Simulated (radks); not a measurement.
Values are calculated unless marked as measured or tabulated.
Neutral niobium inside a hard spherical wall (all orbitals vanish at R), configuration held at [Kr] 4d4 5s1 and not refilled when levels cross. Level of theory: scalar-relativistic Kohn-Sham, LDA (Slater exchange, VWN5 correlation), spin-unpolarised, spherical densities, finite nucleus; Fermi nuclear charge, rms radius 4.324 fm (a radial shooting solver on a logarithmic mesh with Libxc functionals). Eigenvalues in eV, with the zero of energy where the potential of the charges vanishes at infinity; a dash marks a level that is unbound or too diffuse for the functional's potential to be trusted. A positive occupied level is held by the wall or, in an anion where self-interaction has pushed it up, behind a barrier. The pressure on the wall is -dE/dV.

| R (bohr) | E (hartree) | kinetic (hartree) | e(4s) | e(4p) | e(5s) | e(4d) | e(5p, empty) | e(6s, empty) | pressure (GPa) |
|---|---|---|---|---|---|---|---|---|---|
| free | -3815.51406 | 3927.262 | -58.464 | -34.614 | -4.193 | -3.208 | -1.219 | -0.043 | 0 |
| 20 | -3815.51406 | 3927.262 | -58.464 | -34.614 | -4.193 | -3.208 | -1.218 | 0.093 | < 0.0001 |
| 12 | -3815.51394 | 3927.263 | -58.450 | -34.599 | -4.182 | -3.195 | -1.158 | 1.067 | 0.00209 |
| 10 | -3815.51307 | 3927.271 | -58.381 | -34.531 | -4.126 | -3.134 | -0.994 | 2.251 | 0.0240 |
| 8 | -3815.50630 | 3927.317 | -58.044 | -34.200 | -3.830 | -2.840 | -0.376 | 5.316 | 0.291 |
| 5 | -3815.33414 | 3928.068 | -54.512 | -30.792 | 0.409 | 0.330 | 6.041 | 26.994 | 18.6 |
| 4 | -3814.94032 | 3929.498 | -50.299 | -26.796 | 7.780 | 4.581 | 15.929 | 54.499 | 103 |
| 3 | -3813.25636 | 3935.512 | -40.365 | -17.095 | 33.091 | 16.469 | 46.861 | 129.08 | 913 |
| 2.5 | -3810.26817 | 3946.026 | -28.838 | -4.987 | 69.550 | 31.919 | 88.119 | 219.00 | 3600 |
| 2 | -3801.27113 | 3975.193 | -2.813 | 23.774 | 157.63 | 67.715 | 182.51 | 411.06 | 18100 |
